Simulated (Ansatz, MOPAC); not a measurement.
Spectroscopic constants of RbMn, multiplicity 7 (lowest of 2S+1 = 1, 3, 5, 7 at CCSD(T)/def2-TZVPP on PBE0 minima; our sources give no spin for the ground state, which may be another). No spin–orbit coupling. Mn is treated without relativity.

The constants come from a fifth-degree fit in 1/R (seven points, main isotopes). In def2 and cc sets the state is the lowest found near the PBE0 minimum, followed along R.

Correlated levels freeze the inner cores; with def2 sets outer-core shells near the valence are correlated too. The state that PM6 reach isn't checked.

The values were computed with Ansatz (Gaussian orbitals); MOPAC for PM6 (differences of heats of formation).  In def2 rows elements past Kr take small-core potentials, without spin–orbit coupling.

| level | r_e (Å) | ω_e (cm⁻¹) | ω_e x_e (cm⁻¹) | dipole (D) |
|---|---|---|---|---|
| PM6 | 4.195 | [?] | 1.2 | - |
| PBE/def2-TZVPP | 3.962 | 62 | 0.49 | 1.94 |
| r2SCAN/def2-TZVPP | 4.019 | 61 | 0.44 | 2.99 |
| B97M-V/def2-TZVPP | 4.048 | 61 | 0.44 | 2.04 |
| PBE0/def2-TZVPP | 4.016 | 59 | 0.50 | 2.30 |
| CAM-B3LYP/def2-TZVPP | 4.158 | 44 | 0.70 | 1.33 |
| wB97X-V/def2-TZVPP | 4.100 | 50 | 0.68 | 1.69 |
| CCSD(T)/def2-TZVPP | [?] | [?] | 0.83 | - |

Task: Complete the blanks.

Result: 
- CCSD(T)/def2-TZVPP, r_e (Å): 4.181
- CCSD(T)/def2-TZVPP, ω_e (cm⁻¹): 42
- PM6, ω_e (cm⁻¹): 18

Ansatz is a quantum-chemistry and plane-wave program.
